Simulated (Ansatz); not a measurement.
Cartesian coordinates (Å):
SMILES: C([Si](CC)(CC)CC)C
```xyz
29

C     -0.9579     1.1189     2.4939
C     -1.3876     0.7186     1.0760
Si     0.0000     0.0000     0.0000
C      1.4417     1.2299    -0.0915
C      1.0620     2.6267    -0.6015
C     -0.6632    -0.3220    -1.7482
C     -1.7729    -1.3792    -1.8287
C      0.6090    -1.6264     0.7637
C      1.6688    -2.3665    -0.0638
H     -0.5544     0.2589     3.0532
H     -1.7968     1.5255     3.0827
H     -0.1697     1.8895     2.4749
H     -2.2045    -0.0236     1.1240
H     -1.8133     1.5915     0.5487
H      1.8937     1.3038     0.9141
H      2.2259     0.7928    -0.7354
H      0.6334     2.5852    -1.6163
H      1.9310     3.3041    -0.6426
H      0.3084     3.1026     0.0474
H      0.1877    -0.6166    -2.3888
H     -1.0243     0.6371    -2.1608
H     -2.1300    -1.5284    -2.8611
H     -1.4258    -2.3582    -1.4594
H     -2.6471    -1.0964    -1.2196
H     -0.2681    -2.2787     0.9260
H      1.0029    -1.4063     1.7721
H      1.9958    -3.3012     0.4210
H      1.2871    -2.6339    -1.0629
H      2.5681    -1.7477    -0.2174
```
Charge 0, multiplicity 1.

Level of theory: frozen-core CCSD(T)/cc-pVDZ // B3LYP-D3(BJ)/def2-SVP in Ansatz (a first-principles code).

The HF energy is -603.56353 Ha. The MP2 correlation energy is -1.27295 Ha.

**Question.** Estimate the CCSD correlation energy, the (T) correction, the total energy and the T1 diagnostic.

**Answer.** 
```
Property                        Result
-----------------------  -------------
CCSD correlation energy    -1.40199 Ha
(T) correction             -0.04246 Ha
CCSD(T) total energy     -605.00798 Ha
T1 diagnostic                    0.008
```
